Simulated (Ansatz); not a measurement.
A made-up structure of AlSiH2OF, singlet:

| atom | x (Å) | y (Å) | z (Å) |
| --- | --- | --- | --- |
| O1 | -2.2519 | -0.5242 | -1.4632 |
| Si2 | 0.7111 | -0.3500 | 0.9249 |
| Al3 | -0.7058 | 0.4052 | -0.9707 |
| F4 | 0.1734 | -1.7457 | 1.7537 |
| H5 | -0.2686 | 1.6534 | -1.7199 |
| H6 | 1.9072 | 0.2801 | 1.3591 |

It is relaxed with PBE-D4/def2-SVP and then PBE0-D4/def2-TZVP (Ansatz 0.2.0). Atoms count as bonded within 1.22 times the sum of their covalent radii (H–H: 0.88 Å). The end point is not checked to be a true minimum.

(1) Does its bonding change? (Judge from chemistry; the calculation decides.)

Answers

(1) By the calculation: Yes. Formed: O1–Si2; broken: none.

Where it ends: The first stage lowers the energy by 3.76 eV in 19 steps. It ends as AlSiH₂OF ([F][SiH]1[O][AlH]1):
O1  (-0.297, -0.755, -0.795)
Si2  (0.323, -0.420, 0.710)
Al3  (-0.492, 0.983, -0.877)
F4  (-0.550, -1.017, 1.908)
H5  (-1.107, 1.875, -2.023)
H6  (1.688, -0.947, 0.960)
(Å)

Labels in which every atom is bracketed show which atoms are joined, not bond orders.

For scale, one of the runs: PBE0-D4/def2-TZVP relaxation, 148 basis functions, launched by `ansatz run in.yaml --threads 2 --pin off --events-out ev --progress --plain --max-ram 4352MiB`. The run took about 24 s on 2 CPU threads of an Arm Neoverse V2 (shared host).
